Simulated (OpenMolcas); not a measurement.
# 3s2 3p2 along the 14-electron sequence

```
Program             : OpenMolcas
Method              : SS-CASPT2, IPEA 0.25 Eh, imaginary shift 0.1 Eh
Basis               : ANO-R2
Scalar Hamiltonian  : X2C, finite nucleus
Spin-orbit coupling : state interaction with AMFI integrals over the reference wave functions, term energies averaged over their components
```

Active space for each ion: 4 electrons in 4 orbitals (3s 3p); closed shells correlated by CASPT2: 2s 2p.

Computed levels in cm-1 above 3P0:

```json
{"Level": "3P1", "Si": "66.5", "P+": "145", "S2+": "268", "Cl3+": "446", "Ar4+": "703"}
{"Level": "3P2", "Si": "194", "P+": "416", "S2+": "752", "Cl3+": "1226", "Ar4+": "1883"}
{"Level": "1D2", "Si": "6230", "P+": "8600", "S2+": "11050", "Cl3+": "13470", "Ar4+": "15970"}
{"Level": "1S0", "Si": "14930", "P+": "20470", "S2+": "26230", "Cl3+": "31630", "Ar4+": "36910"}
{"Level": "weight of 3P in the lowest level (%)", "Si": "100", "P+": "100", "S2+": "100", "Cl3+": "100", "Ar4+": "100"}
```

Measured, with the error of the calculation in %. Measured levels: Si, P+ from NIST Handbook of Basic Atomic Spectroscopic Data; S2+ from NIST levels in Podobedova, Kelleher and Wiese, J. Phys. Chem. Ref. Data 38, 171 (2009); Cl3+ from Moore, Atomic Energy Levels, vol. I, NSRDS-NBS 35 (1971 reprint of NBS Circular 467, 1949); Ar4+ from Saloman, J. Phys. Chem. Ref. Data 39, 033101 (2010).

| Level | Si | P+ | S2+ | Cl3+ | Ar4+ |
| --- | --- | --- | --- | --- | --- |
| 3P1 | 77.1 (-13.7) | 165 (-11.9) | 299 (-10.3) | 491 (-9.1) | 763 (-7.9) |
| 3P2 | 223 (-13.2) | 469 (-11.3) | 833 (-9.7) | 1341 (-8.5) | 2029 (-7.2) |
| 1D2 | 6299 (-1.1) | 8882 (-3.2) | 11323 (-2.4) | 13766 (-2.1) | 16299 (-2.0) |
| 1S0 | 15394 (-3.0) | 21576 (-5.1) | 27161 (-3.4) | 32550 (-2.8) | 37912 (-2.6) |

The fine-structure level 3P2 changes by a factor of 9.71 from Si to Ar4+. Its fourth root runs 3.73, 4.52, 5.24, 5.92, 6.59, with steps per unit of Z of 0.78, 0.72, 0.68, 0.67; equal steps would mean a (Z - σ)^4 law with constant σ.

1D2 changes by a factor of 2.56 over the same range, with steps per unit of Z of +2370, +2450, +2420, +2500 cm-1.

Term energies are means over components that CASPT2 splits; among the terms shown or strongly mixed into the levels shown the widest spread is 20 cm-1 (3s2 3p2 1D, S2+). Over all roots computed the reference weight is 0.87 to 0.97 in Si, 0.85 to 0.98 in P+, 0.84 to 0.98 in S2+, 0.85 to 0.98 in Cl3+, 0.86 to 0.99 in Ar4+; the roots of lowest weight are the least certain, and an intruder state may touch them. Measured partners are found by configuration, term and J. A level has none where our copy of the source lacks it or the pairing is in doubt (some pairs that miss far off the trend of their configuration count as doubtful), and it then counts in no deviation. Levels of configurations outside the active space are missing.
